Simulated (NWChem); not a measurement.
# SnNH5O2; SMILES [NH2][SnH]([OH])[OH]

```xyz
9

Sn    -0.0150    -0.0163     0.2685
N     -0.1191    -1.7847    -0.7076
O     -1.2517     1.1325    -0.7724
O      1.8040     0.7369     0.0533
H     -0.3250    -0.0049     1.9480
H     -0.3179    -2.5896    -0.1178
H     -0.8141    -1.7543    -1.4520
H     -0.9462     2.0464    -0.8088
H      2.2266     0.3808    -0.7378
```
Atoms are numbered in this order, from 1.

Level: PBE0/def2-SVP with def2 effective core potentials on Sn (NWChem), optimised geometry, unscaled harmonic frequencies. def2 effective core potentials on Sn; no spin-orbit coupling.

Question: List the harmonic frequencies with IR intensities, and the thermochemistry.

Answer: 
| frequency (cm⁻¹) | IR intensity (km/mol) |
|---|---|
| 88 | 45.7 |
| 137 | 19.9 |
| 159 | 24.6 |
| 178 | 7.1 |
| 214 | 60.8 |
| 289 | 143.0 |
| 508 | 75.2 |
| 545 | 145.9 |
| 590 | 73.0 |
| 627 | 43.0 |
| 633 | 42.7 |
| 646 | 79.7 |
| 829 | 17.4 |
| 853 | 59.6 |
| 865 | 136.1 |
| 1533 | 16.8 |
| 1956 | 141.9 |
| 3558 | 18.4 |
| 3663 | 24.9 |
| 3886 | 65.2 |
| 3894 | 67.7 |

The zero-point energy is 36.6 kcal/mol and the thermal correction to the enthalpy at 298.15 K (with zero-point energy) is 42.0 kcal/mol. The heat capacity Cv is 25.2 cal/(mol K). The entropy at 298.15 K and 1 atm (symmetry number 1) is 85.7 cal/(mol K).

Rigid rotor and harmonic oscillator; modes under 100 cm⁻¹ make the entropy uncertain.
